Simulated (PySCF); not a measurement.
C2H10O2Si2, SMILES OC[SiH]([SiH3])CO. Atoms are numbered in the order given.

```xyz
16

O      1.0368     2.4982    -0.0820
C     -0.1677     1.9014    -0.5629
Si     0.0043    -0.0025    -0.5542
Si     1.0032    -0.4887     1.5132
C     -1.6222    -0.9867    -0.7499
O     -1.3876    -2.3880    -0.6905
H      1.7471     2.2617    -0.6937
H     -0.4673     2.3046    -1.5525
H     -0.9630     2.2001     0.1415
H      0.9453    -0.4021    -1.6517
H      0.3074     0.2706     2.5979
H      2.4584    -0.1545     1.5338
H      0.8713    -1.9501     1.8316
H     -2.0586    -0.7839    -1.7432
H     -2.3817    -0.6513    -0.0114
H     -1.0175    -2.5892     0.1797
```

Coordinates come from a r2SCAN-D4/def2-SVP optimisation. The structure was generated by enumeration, and PubChem lists no compound with its InChIKey, so it may never have been made. One conformer was computed; it need not be the lowest.

All values below come from PBE/pcSseg-1 in PySCF.

GIAO shieldings, no solvent; atoms listed in one row are averaged. δ = σ(ref) − σ: ¹⁷O against H2O (σ = 334.3 ppm); ¹³C against TMS (σ = 182.0 ppm); ²⁹Si against TMS (σ = 335.4 ppm); ¹H against TMS (σ = 31.49 ppm), references at their B3LYP-D3(BJ)/def2-TZVP geometries, non-relativistic.

### Question
Estimate the chemical shifts. (Estimate from the structure and the level; the computed values follow.)

### Answer

| nucleus | atoms | count | δ (ppm) |
|---|---|---|---|
| ¹⁷O | O1 | 1 | 28.4 |
| ¹⁷O | O6 | 1 | 18.6 |
| ¹³C | C2 | 1 | 57.5 |
| ¹³C | C5 | 1 | 56.2 |
| ²⁹Si | Si3 | 1 | -37.0 |
| ²⁹Si | Si4 | 1 | -119.8 |
| ¹H | H10 | 1 | 4.41 |
| ¹H | H8 | 1 | 4.32 |
| ¹H | H14 | 1 | 4.17 |
| ¹H | H15 | 1 | 3.96 |
| ¹H | H9 | 1 | 3.83 |
| ¹H | H11, H12, H13 | 3 | 3.75 |
| ¹H | H16 | 1 | -0.45 |
| ¹H | H7 | 1 | -0.55 |
